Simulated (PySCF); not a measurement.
C2H9NSi, SMILES C[SiH](C)N. Atoms are numbered in the order given.

```xyz
13

Si    -0.0614     0.1213     0.3446
C     -1.2016     1.0148    -0.8702
C      1.7206     0.3273    -0.2234
N     -0.3673    -1.5854     0.5295
H     -0.2652     0.7284     1.6958
H     -1.0894     0.6107    -1.8906
H     -2.2599     0.9058    -0.5808
H     -0.9736     2.0936    -0.9087
H      2.4190    -0.1425     0.4865
H      1.8732    -0.1410    -1.2108
H      1.9863     1.3927    -0.3188
H     -0.1590    -2.2115    -0.2437
H     -1.2141    -1.8895     1.0017
```
Charge 0, spin multiplicity 1.

Coordinates come from a B3LYP-D3(BJ)/def2-SVP optimisation. Other conformers were not sampled.

Method: B3LYP/pcSseg-1 (PySCF).

GIAO shieldings, no solvent; atoms listed in one row are averaged. δ = σ(ref) − σ: ²⁹Si against TMS (σ = 338.7 ppm); ¹³C against TMS (σ = 181.3 ppm); ¹⁵N against NH3 (σ = 265.5 ppm); ¹H against TMS (σ = 31.68 ppm), references at their B3LYP-D3(BJ)/def2-TZVP geometries, non-relativistic.

Estimate the chemical shifts. (An estimate is asked for; the answer gives what the named calculation found.)


```json
[
 {"nucleus": "²⁹Si", "atoms": "Si1", "count": "1", "δ (ppm)": "-11.3"},
 {"nucleus": "¹³C", "atoms": "C2", "count": "1", "δ (ppm)": "6.7"},
 {"nucleus": "¹³C", "atoms": "C3", "count": "1", "δ (ppm)": "0.8"},
 {"nucleus": "¹⁵N", "atoms": "N4", "count": "1", "δ (ppm)": "20.6"},
 {"nucleus": "¹H", "atoms": "H5", "count": "1", "δ (ppm)": "4.84"},
 {"nucleus": "¹H", "atoms": "H9, H10, H11", "count": "3", "δ (ppm)": "0.45"},
 {"nucleus": "¹H", "atoms": "H13", "count": "1", "δ (ppm)": "0.39"},
 {"nucleus": "¹H", "atoms": "H6, H7, H8", "count": "3", "δ (ppm)": "0.35"},
 {"nucleus": "¹H", "atoms": "H12", "count": "1", "δ (ppm)": "0.11"}
]
```
